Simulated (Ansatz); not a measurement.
Relaxation of Cl3HOSn (6 atoms, charge 0, multiplicity 1), to a largest force component of 0.03 eV/Å in at most 50 steps.

These are results of Ansatz 0.2.0, RKS PBE0-D4/def2-SVP, not measurements.

```xyz
6
Properties=species:S:1:pos:R:3:forces:R:3
Sn 0.020 0.055 0.412 0.40 -0.51 -0.36
Cl 1.270 -1.631 -0.720 -0.14 0.27 0.54
O -0.800 0.702 -1.245 -0.03 0.03 0.06
H -0.382 0.084 -1.870 -0.23 0.23 -0.25
Cl 1.364 1.606 1.475 0.00 -0.01 0.00
Cl -1.472 -0.815 1.948 0.00 0.00 0.00
```

Where does it end, and by what steps?

The forces met the threshold. After 5 steps the energy has fallen by 0.162 eV; Cl2 moved furthest, 0.38 Å.

```
step  energy less start (eV)  largest force component (eV/Å)  accepted
   0                  0.0000                           0.544       yes
   1                 -0.1180                           0.467       yes
   2                 -0.1508                           0.620       yes
   3                 -0.1359                           1.477        no
   4                 -0.1618                           0.074       yes
   5                 -0.1620                           0.005       yes
```

```xyz
6
Properties=species:S:1:pos:R:3
Sn 0.086 -0.033 0.347
Cl 1.438 -1.767 -0.410
O -0.841 0.758 -1.184
H -0.599 0.312 -2.007
Cl 1.381 1.578 1.391
Cl -1.465 -0.847 1.862
```

Time of the run: 18 s on 2 threads of Intel(R) Xeon(R) Platinum 8488C (Sapphire Rapids), on a shared host, peak memory 0.27 GiB.
